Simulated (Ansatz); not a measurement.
Problem. Name a neutral molecule of Al, C, F, N and H with zero-point energy (PBE0-D4/def2-TZVP) between 179 and 195 kJ/mol and HOMO–LUMO gap (ωB97M-V/def2-TZVPP) between 9.35 and 9.65 eV (Ansatz, PBE0-D4/def2-TZVP geometry).

Solution. `N/C=[CH]/[AlH][F]` (181.0 kJ/mol, 9.52 eV). Other molecules can fit too; these were computed, each in one conformer that needn't be the lowest.
